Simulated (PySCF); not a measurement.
Compound: BH6NO3Si.
Z-matrix (Å and degrees, PBE0-D3(BJ)/def2-SVP geometry), rows numbered from 1:
```
N 
Si  1  1.7160
O   2  1.6856  1  115.33
B   3  1.3614  2  127.20  1   -50.50
O   4  1.3682  3  119.80  2     2.53
O   4  1.3648  3  120.84  2  -177.33
H   1  1.0153  2  117.79  3    64.43
H   1  1.0138  2  119.90  3   -75.69
H   2  1.4869  1  108.05  3   117.37
H   2  1.4887  1  108.93  3  -120.48
H   5  0.9620  4  111.47  3  -178.59
H   6  0.9622  4  110.79  3     0.61
```

Computed, not measured: PBE0-D3(BJ)/def2-SVP geometry optimisation, gas phase in PySCF.

Masses are those of the commonest isotopes; rigid-rotor values at the optimised geometry. The values belong to one conformer with, in the numbering `[NH2:1][SiH2:2][O:3][B:4]([OH:5])[OH:6]`, H–N1–Si2–O3 64° and -76°, N1–Si2–O3–B4 -50°, Si2–O3–B4–O5 3°, O3–B4–O5–H -179°, O3–B4–O6–H 1°.

Problem. Give the principal moments of inertia and the rotational constants in GHz.

Solution. Ia = 86.69, Ib = 291.85, Ic = 349.92 u·Å²; 505379 MHz·u·Å²/I gives 5830, 1732 and 1444 MHz, that is A = 5.8298, B = 1.7316, C = 1.4443 GHz.

Problem. What kind of rotor is it?

Solution. An asymmetric top. Ray's parameter κ = (2B − A − C)/(A − C) = -0.869; −1 is the prolate and +1 the oblate limit.

Problem. What does the inertial defect say?

Solution. Not planar: Δ = Ic − Ia − Ib = -28.62 u·Å². For a rigid frame Δ = −2 Σ m c², so Σ m c² = 14.31 u·Å² lies off the ab plane: 5.76 from hydrogen and 8.55 from heavier atoms. The atom farthest from that plane is 1.74 Å away.

Problem. Give the other two planar moments, Paa and Pbb, and the rms extents of the mass along the axes.

Solution. Paa = Σ m a² = (Ib + Ic − Ia)/2 = 277.54 and Pbb = Σ m b² = (Ia + Ic − Ib)/2 = 72.38 u·Å². With the mass M = 107.02 u, the rms extents √(P/M) along a, b and c are 1.61, 0.82, 0.37 Å.

Problem. Where do the levels up to J = 4 lie, in cm⁻¹?

Solution. Above 0(0,0):
J = 1: 1(0,1) 0.1059, 1(1,1) 0.2426, 1(1,0) 0.2522
J = 2: 2(0,2) 0.3173, 2(1,2) 0.4449, 2(1,1) 0.4737, 2(2,1) 0.8838, 2(2,0) 0.8843
J = 3: 3(0,3) 0.6332, 3(1,3) 0.7481, 3(1,2) 0.8056, 3(2,2) 1.2016, 3(2,1) 1.2040, 3(3,1) 1.9093, 3(3,0) 1.9094
J = 4: 4(0,4) 1.0522, 4(1,4) 1.1517, 4(1,3) 1.2475, 4(2,3) 1.6250, 4(2,2) 1.6322, 4(3,2) 2.3340, 4(3,1) 2.3341, 4(4,1) 3.3236, 4(4,0) 3.3236
Those of J = 1 are B + C, A + C and A + B.

Problem. Which lines would a microwave search look for?

Solution. The dipole components are |μa| = 0.79 D, |μb| = 0.66 D, |μc| = 1.03 D. Intensities carry the squares of the components, which stand as 0.59 : 0.40 : 1.00 (a : b : c). Some of the stronger lines:

```csv
type,branch,"J(Ka,Kc)",MHz,lower level (cm⁻¹)
a,R,"1(0,1) ← 0(0,0)",3176,0.000
c,R,"2(1,1) ← 1(0,1)",11025,0.106
a,R,"4(1,4) ← 3(1,3)",12101,0.748
a,R,"4(3,2) ← 3(3,1)",12732,1.909
a,R,"5(3,3) ← 4(3,2)",15925,2.334
a,R,"5(3,2) ← 4(3,1)",15935,2.334
a,R,"5(2,3) ← 4(2,2)",16128,1.632
b,R,"5(1,5) ← 4(0,4)",18087,1.052
c,R,"2(2,0) ← 1(1,0)",18948,0.252
b,Q,"3(3,1) ← 3(2,2)",21218,1.202
b,Q,"4(3,2) ← 4(2,3)",21257,1.625
b,R,"4(2,3) ← 3(1,2)",24565,0.806
b,Q,"5(5,0) ← 5(4,1)",38146,3.854
c,R,"4(4,0) ← 3(3,0)",42398,1.909
```

Problem. Estimate the classical rotational partition function at 10 K, 298.15 K and 500 K.

Solution. Point group C1, symmetry number σ = 1; q = (√π/σ)·√((kT/h)³/(ABC)), k/h = 20836.6 MHz/K: 1400 at 10 K, 227000 at 298.15 K, 494000 at 500 K.

No frequency check. No vibrational averaging or centrifugal distortion is included, and the geometry carries the error of its method. A rigid rotor knows nothing of inversion at nitrogen, which can split or shift real lines. Quadrupole hyperfine structure (11B, 14N) is left out.
